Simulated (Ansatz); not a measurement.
Relaxation of ClFHIn (4 atoms, charge 0, multiplicity 1), to a largest force component of 0.03 eV/Å in at most 50 steps.

These are results of UKS PBE/def2-TZVP in Ansatz 0.2.0, not measurements.

```xyz
4
Properties=species:S:1:pos:R:3:forces:R:3
In -1.664 -0.917 0.634 0.13 0.06 -0.06
F 0.998 -0.383 -1.219 0.14 -0.99 -1.01
H 0.872 0.241 -0.547 -0.26 0.96 1.09
Cl -0.206 1.059 1.132 -0.01 -0.02 -0.01
```

Task: Where does it end, and by what steps?

Result: The run converged. After 5 steps the energy has fallen by 0.099 eV; In1 moved furthest, 0.36 Å.

```json
{"step": "0", "energy less start (eV)": "0.0000", "largest force component (eV/Å)": "1.086", "accepted": "yes"}
{"step": "1", "energy less start (eV)": "-0.0659", "largest force component (eV/Å)": "0.484", "accepted": "yes"}
{"step": "2", "energy less start (eV)": "-0.0885", "largest force component (eV/Å)": "0.227", "accepted": "yes"}
{"step": "3", "energy less start (eV)": "-0.0979", "largest force component (eV/Å)": "0.086", "accepted": "yes"}
{"step": "4", "energy less start (eV)": "-0.0982", "largest force component (eV/Å)": "0.066", "accepted": "yes"}
{"step": "5", "energy less start (eV)": "-0.0995", "largest force component (eV/Å)": "0.007", "accepted": "yes"}
```

```xyz
4
Properties=species:S:1:pos:R:3
In -1.401 -0.935 0.386
F 0.749 -0.468 -1.076
H 0.748 0.261 -0.419
Cl -0.096 1.141 1.109
```

Time of the run: 16 s on 4 threads of Arm Neoverse N1, with other jobs on the host, peak memory 0.23 GiB.
